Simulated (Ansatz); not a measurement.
Isolated molecules relaxed with PBE0-D4/def2-TZVP in Ansatz; ΔE leaves out vibrations. CCSD(T)/CBS adds triple-zeta CCSD(T) − MP2 to the extrapolated MP2 energy (def2 sets, frozen cores). Double bonds are as drawn, so ΔE can hold a change between cis and trans. Functionals use def2-TZVPP. def2 core potentials past Kr. For Sb outer-core shells are correlated without core-valence functions, which leaves a few kJ/mol of doubt a bond. Each species was taken in one conformer, which may not be the lowest.

Consider the formal exchange of groups at the Sb–C bond: `[CH3][Sb]([CH3])[SH]` + `[SiH3]/C=C\S` → `[CH3][Sb]([SiH3])[SH]` + `C/C=C/S`.

Task: Is it downhill or uphill in electronic energy at CCSD(T)/CBS, and by how much? (Estimate.)

Result: Ansatz gave: Downhill: ΔE = -8.8 kJ/mol.

Task: What do these levels give: PBE0-D4, ωB97X-V, PBE0, MP2/def2-TZVPP, HF/def2-QZVPP, MP2/CBS(def2)? (Best estimate.)

Result: Computed: PBE0-D4 -19.8, ωB97X-V -13.2, PBE0 -20.5, MP2/def2-TZVPP -5.0, HF/def2-QZVPP -16.0, MP2/CBS(def2) -5.4 kJ/mol.

Largest T1 diagnostic among the species: 0.013.

In def2-TZVPP, CCSD(T) changes the Hartree–Fock value by +8.8 kJ/mol (the triples alone add +1.6 kJ/mol) and MP2 by +12.2 kJ/mol.
